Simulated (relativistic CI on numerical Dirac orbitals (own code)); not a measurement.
## Electric-dipole transitions in Cd13+

Method of calculation: Dirac-Coulomb-Breit CI, orbitals from a KLI potential per configuration, QED by a radiative potential, unscaled Slater integrals (own radial code, finite nucleus).

CI space (outside the closed core [Ar] 3d10): 4s2 4p5, 4s 4p6, 4s2 4p4 4d, 4s 4p5 4d, 4s2 4p4 4f, 4s 4p5 4f, 4p6 4d, 4s 4p4 4d2, 4s2 4p4 5s, 4s2 4p3 4d 4f, 4s2 4p4 5p, 4p5 4d2, 4p4 4d3, 4p4 4d2 4f, 4p4 4d2 5s. Double excitations out of closed p, d and f shells are left out; levels of such configurations are missing from the list, as are those of other unlisted configurations, and high levels can miss mixing partners. These lack a partner that the ground configuration has and come out too high: 4s2 4p4 5p.

| λ vac (Å) | Lower | Upper | A (s⁻¹) | E lower (cm⁻¹) | E upper (cm⁻¹) |
| --- | --- | --- | --- | --- | --- |
| 83.583 | 4s2 4p5 2P°_3/2 [1] | 4s2 4p4 5s 2D_5/2 [80] | 7.53e+10 | 0 | 1196416 |
| 87.790 | 4s2 4p5 2P°_1/2 [2] | 4s2 4p4 5s 2D_3/2 [81] | 1.26e+11 | 59956 | 1199038 |
| 88.822 | 4s2 4p5 2P°_3/2 [1] | 4s2 4p4 5s 2P_3/2 [62] | 1.90e+11 | 0 | 1125841 |
| 128.67 | 4s2 4p4 4d 4F_9/2 [8] | 4s2 4p4 5p 4D°_7/2 [94] | 7.19e+10 | 491054 | 1268234 |
| 136.01 | 4s 4p6 2S_1/2 [3] | 4s 4p5 4d 2P°_3/2 [54] | 3.45e+11 | 353401 | 1088658 |
| 136.66 | 4s 4p6 2S_1/2 [3] | 4s 4p5 4d 2P°_1/2 [53] | 3.34e+11 | 353401 | 1085153 |
| 148.22 | 4s2 4p5 2P°_3/2 [1] | 4s2 4p4 4d 2D_5/2 [29] | 5.29e+11 | 0 | 674683 |
| 149.31 | 4s2 4p5 2P°_1/2 [2] | 4s2 4p4 4d 2D_3/2 [31] | 4.97e+11 | 59956 | 729688 |
| 149.86 | 4s2 4p5 2P°_3/2 [1] | 4s2 4p4 4d 2P_3/2 [28] | 4.47e+11 | 0 | 667282 |
| 153.30 | 4s2 4p4 4d 4D_1/2 [12] | 4s2 4p4 4f 2D°_3/2 [71] | 1.04e+11 | 514555 | 1166869 |
| 154.09 | 4s2 4p4 4d 4D_3/2 [5] | 4s2 4p4 4f 4F°_3/2 [60] | 9.08e+10 | 466313 | 1115285 |
| 154.90 | 4s2 4p4 4d 2P_3/2 [15] | 4s2 4p4 4f 4D°_5/2 [74] | 1.04e+11 | 528675 | 1174232 |
| 155.36 | 4s2 4p4 4d 4D_1/2 [7] | 4s2 4p4 4f 4F°_3/2 [60] | 9.24e+10 | 471628 | 1115285 |
| 155.67 | 4s2 4p5 2P°_3/2 [1] | 4s2 4p4 4d 2S_1/2 [26] | 3.74e+11 | 0 | 642397 |
| 155.69 | 4s2 4p4 4d 4D_5/2 [4] | 4s2 4p4 4f 4F°_5/2 [58] | 8.84e+10 | 465938 | 1108256 |
| 155.78 | 4s2 4p4 4d 4D_3/2 [5] | 4s2 4p4 4f 4F°_5/2 [58] | 1.05e+11 | 466313 | 1108256 |
| 156.08 | 4s2 4p4 4d 2P_3/2 [18] | 4s2 4p4 4f 2D°_5/2 [79] | 1.13e+11 | 548177 | 1188891 |
| 156.68 | 4s2 4p4 4d 4D_5/2 [4] | 4s2 4p4 4f 4F°_7/2 [56] | 1.22e+11 | 465938 | 1104194 |
| 157.22 | 4s2 4p4 4d 4P_1/2 [11] | 4s2 4p4 4f 4D°_3/2 [67] | 6.53e+10 | 509664 | 1145735 |
| 157.99 | 4s2 4p4 4d 2D_3/2 [10] | 4s2 4p4 4f 2F°_5/2 [65] | 1.12e+11 | 508396 | 1141350 |
| 158.01 | 4s2 4p4 4d 4D_7/2 [6] | 4s2 4p4 4f 4F°_7/2 [56] | 6.55e+10 | 471316 | 1104194 |
| 158.41 | 4s2 4p5 2P°_1/2 [2] | 4s2 4p4 4d 2P_1/2 [30] | 3.56e+11 | 59956 | 691211 |
| 158.60 | 4s2 4p4 4d 4D_7/2 [6] | 4s2 4p4 4f 4F°_9/2 [55] | 1.40e+11 | 471316 | 1101825 |
| 159.60 | 4s2 4p4 4d 2D_5/2 [19] | 4s2 4p4 4f 2F°_7/2 [77] | 5.20e+10 | 552691 | 1179256 |
| 159.63 | 4s2 4p4 4d 2F_5/2 [23] | 4s2 4p4 4f 2F°_7/2 [82] | 1.10e+11 | 576092 | 1202559 |
| 160.42 | 4s2 4p4 4d 4F_5/2 [13] | 4s2 4p4 4f 2F°_7/2 [68] | 5.90e+10 | 524814 | 1148182 |
| 161.26 | 4s2 4p4 4d 2G_7/2 [20] | 4s2 4p4 4f 2H°_9/2 [75] | 1.26e+11 | 555932 | 1176066 |
| 161.59 | 4s2 4p4 4d 4F_3/2 [14] | 4s2 4p4 4f 4G°_5/2 [66] | 9.36e+10 | 526376 | 1145243 |
| 161.77 | 4s2 4p4 4d 2F_5/2 [21] | 4s2 4p4 4f 2G°_7/2 [76] | 1.09e+11 | 560144 | 1178293 |
| 161.83 | 4s2 4p4 4d 2F_7/2 [9] | 4s2 4p4 4f 2G°_9/2 [59] | 1.37e+11 | 495542 | 1113489 |
| 161.83 | 4s2 4p4 4d 4P_5/2 [16] | 4s2 4p4 4f 2F°_7/2 [68] | 9.03e+10 | 530258 | 1148182 |
| 161.93 | 4s2 4p4 4d 4F_7/2 [17] | 4s2 4p4 4f 4G°_9/2 [70] | 1.47e+11 | 540683 | 1158217 |
| 162.00 | 4s2 4p4 4d 2D_5/2 [27] | 4s2 4p4 4f 2F°_7/2 [95] | 1.50e+11 | 653030 | 1270304 |
| 162.96 | 4s2 4p4 4d 4F_9/2 [8] | 4s2 4p4 4f 4G°_11/2 [57] | 1.36e+11 | 491054 | 1104715 |
| 163.21 | 4s2 4p4 4d 2F_7/2 [24] | 4s2 4p4 4f 2G°_9/2 [83] | 1.16e+11 | 590112 | 1202813 |
| 163.23 | 4s2 4p4 4d 4F_5/2 [13] | 4s2 4p4 4f 4G°_7/2 [63] | 6.86e+10 | 524814 | 1137462 |
| 163.73 | 4s2 4p4 4d 4F_9/2 [8] | 4s2 4p4 4f 4F°_9/2 [55] | 4.25e+10 | 491054 | 1101825 |
| 164.01 | 4s2 4p4 4d 2G_9/2 [22] | 4s2 4p4 4f 2H°_11/2 [73] | 1.31e+11 | 563922 | 1173645 |
| 216.54 | 4s2 4p4 4d 2G_7/2 [20] | 4s 4p5 4d 2F°_5/2 [49] | 5.03e+10 | 555932 | 1017749 |
| 219.49 | 4s2 4p4 4d 2G_9/2 [22] | 4s 4p5 4d 2F°_7/2 [50] | 6.24e+10 | 563922 | 1019527 |
| 229.79 | 4s2 4p4 4d 2F_7/2 [9] | 4s 4p5 4d 4D°_5/2 [41] | 2.87e+10 | 495542 | 930714 |
| 232.86 | 4s2 4p4 4d 4F_9/2 [8] | 4s 4p5 4d 4D°_7/2 [39] | 2.37e+10 | 491054 | 920501 |
| 236.69 | 4s2 4p4 4d 4D_7/2 [6] | 4s 4p5 4d 4P°_5/2 [37] | 2.21e+10 | 471316 | 893807 |
| 244.77 | 4s2 4p4 4d 4D_5/2 [4] | 4s 4p5 4d 4P°_3/2 [33] | 1.89e+10 | 465938 | 874479 |
| 259.52 | 4s2 4p4 4d 4F_9/2 [8] | 4s 4p5 4d 4F°_9/2 [34] | 1.43e+10 | 491054 | 876388 |

Terms are leading LS components. Brackets give the number of a level in order of energy, since labels repeat. The list gives strong lines, with weight on those to low levels, without lines whose two gauges differ by over a factor of 2.5, among the lowest 200 of 2370 levels, so that lines to higher ones, which can be the strongest, are missing. Levels whose partners in the same complex of configurations lie outside the list can be far off, and so can their lines. Rates are taken at the computed energies, electric ones in the length gauge.

At this charge energies of transitions that change n are usually good to better than 1 %, and those within a shell (Δn = 0) to a few per cent.

LS names give the leading component of a level, which can be under half, so a name can repeat, a term be missing and a line seem to break the LS rules.
